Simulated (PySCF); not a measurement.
C3H8F2Sn, SMILES C[CH2][Sn]([CH3])([F])[F], singlet at its PBE0/def2-SVP optimised geometry (Å):

```
14

C     -1.8954     0.8338     1.3482
C     -1.2217     0.6153     0.0000
Sn     0.1220    -1.0567     0.0000
C      2.2521    -1.0567     0.0000
F     -0.4105    -2.1961    -1.4821
F     -0.4103    -2.1108     1.5451
H     -1.1757     1.1326     2.1258
H     -2.3967    -0.0772     1.7055
H     -2.6523     1.6318     1.2791
H     -0.6626     1.5028    -0.3355
H     -1.9501     0.3733    -0.7901
H      2.6523    -0.0354     0.0486
H      2.5839    -1.6318     0.8752
H      2.5937    -1.5516    -0.9191
```

Method: PBE0/def2-TZVP, def2 effective core potentials past Kr (PySCF 2.14.0). The core electrons that the potentials of Sn replace are not part of the density. Cells within 0.4 Å of a nucleus heavier than hydrogen are left out (blank, or x).

Map of the Laplacian of the electron density (e/bohr⁵), clipped to [-1.50, 1.50] on the plane z = 0.0 Å:

```
|5555555555555555555555555555555|
|5555555555555555555555555555555|
|5555555555555555555555555555555|
|5555555555555555555555555555555|
|5555555555555555555555555555555|
|5555555555555555555555555555555|
|5555555555555555555555555555555|
|5555555555555555555555555555555|
|5555555555555555555555555555555|
|5555555555555555555555555555555|
|5555555555555555555555555555555|
|5555555555554455555555555555555|
|5555555555593455555555555555555|
|55555555555xx455555555555555555|
|55555555554xx455555555555555555|
|5555555555544455555555405555555|
|5555555555555599975555315555555|
|5555555555555890096544x35555555|
|555555555555590xx9843xx75555555|
|555555555555599xx9744xx45555555|
|5555555555555699995555555555555|
|5555555555555567655555555555555|
|5555555555555555555555555555555|
|5555555555555555555555555555555|
|5555555555555555555555555555555|
|5555555555555555555555555555555|
|5555555555555555555555555555555|
|5555555555555555555555555555555|
|5555555555555555555555555555555|
|5555555555555555555555555555555|
|5555555555555555555555555555555|
```
Scale: ten equal steps from -1.50 (start of '0') to 1.50 (end of '9'), in the order '0123456789'; x runs from -5.00 to 5.00, y from -5.00 (bottom) to 5.00 (top).
